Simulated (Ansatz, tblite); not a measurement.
Cost and result up the ladder for Cu(AsH3)(SH) (CuAsH4S) (7 atoms). Total charge 0; singlet. Geometry: B3LYP-D4/def2-SVP.

```xyz
7

Cu   -0.482    0.027    0.908
As    0.903   -0.123   -0.938
H     0.537   -1.029   -2.098
H     2.322   -0.625   -0.758
H     1.246    1.099   -1.768
S    -1.721    0.115    2.677
H    -2.805    0.536    1.977
```

Ansatz on 4 threads of Arm Neoverse V2 on a shared host; xTB runs through tblite on one thread. Times are rough, summed over both states, and most runs start from the orbitals of an earlier one. PBE0-D4/def2-TZVP serves as the yardstick here, not as an exact answer. The other state is a doublet.

The xTB rows come from tblite.

Raw xTB energies of ions are shifted by several eV.

| level | functions | wall time | vertical IE (eV) | difference from PBE0-D4/def2-TZVP (eV) |
| --- | --- | --- | --- | --- |
| GFN1-xTB | 35 | 0.008 s | 13.29 | 5.46 |
| GFN2-xTB | 31 | 0.008 s | 12.44 | 4.62 |
| PBE-D4/def2-TZVP | 154 | 4.5 s | 7.82 | -0.01 |
| PBE0-D4/def2-TZVP | 154 | 8.6 s | 7.83 | 0.00 |
| r2SCAN-D4/def2-TZVP (with forces) | 154 | 12 s | 7.79 | -0.03 |
